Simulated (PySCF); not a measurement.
Species: C6H14P (charge +1).
Numbering: `[CH3:1][C@@H:2]1[CH2:3][CH2:4][C@@H:5]([CH3:6])[PH2+:7]1` (hydrogens: H8, H9, H10 on C1; H11 on C2; H12, H13 on C3; H14, H15 on C4; H16 on C5; H17, H18, H19 on C6; H20, H21 on P7)

Method used: PBE0-D3(BJ)/def2-SVP geometry optimisation, gas phase (PySCF 2.14.0).

**Question.** List the bond lengths, angles and torsions at this level.

**Answer.** 
```tsv
bond	length (Å)
C1–C2, C5–C6	1.521
C2–C3, C4–C5	1.542
C3–C4	1.524
C2–P7, C5–P7	1.835
C1–H8 and 5 like bonds	1.100
C2–H11, C5–H16	1.105
C3–H12, C4–H14	1.104
C3–H13, C4–H15	1.100
P7–H20, P7–H21	1.412
```

Bonds in one row agree within 0.01 Å and their mean is given. A selection of angles:
```tsv
angle	degrees
C2–C1–H8	112.3
C2–C1–H10	109.0
H8–C1–H9	108.6
H8–C1–H10	107.4
C1–C2–C3	116.4
C1–C2–P7	115.9
C1–C2–H11	110.1
C3–C2–P7	101.2
C3–C2–H11	108.5
P7–C2–H11	103.8
C2–C3–C4	108.4
C2–C3–H12	109.4
C2–C3–H13	109.5
C4–C3–H12	110.4
C4–C3–H13	112.2
H12–C3–H13	106.8
C3–C4–C5	108.7
C5–P7–H20	113.3
C2–P7–C5	99.6
H20–P7–H21	105.1
```

Torsions: C1–C2–C3–C4 -164° (antiperiplanar); C2–C3–C4–C5 51° (synclinal); C3–C4–C5–C6 -162° (antiperiplanar); C4–C5–P7–C2 12° (synperiplanar); C1–C2–P7–C5 141° (anticlinal).

P7 (phosphonium phosphorus) is distorted tetrahedral (angles from 99.6° to 113.3°). The C–C distances run from 1.520 Å (C1–C2, drawn single) to 1.542 Å (C4–C5, drawn single), a spread of 0.022 Å. The 5-membered ring C2–C3–C4–C5–P7 has internal angles of 99.6° to 108.7° (sum 519°, against 540° for a flat polygon); it is puckered, 0.19 Å rms from its mean plane, widest ring torsion 51°.

Point group: near C2, missed by 0.09 Å at most; the miss may be what the optimiser left on a soft mode. PBE0-D3(BJ)/def2-SVP frequencies: not computed here.

One conformer stands for the species.
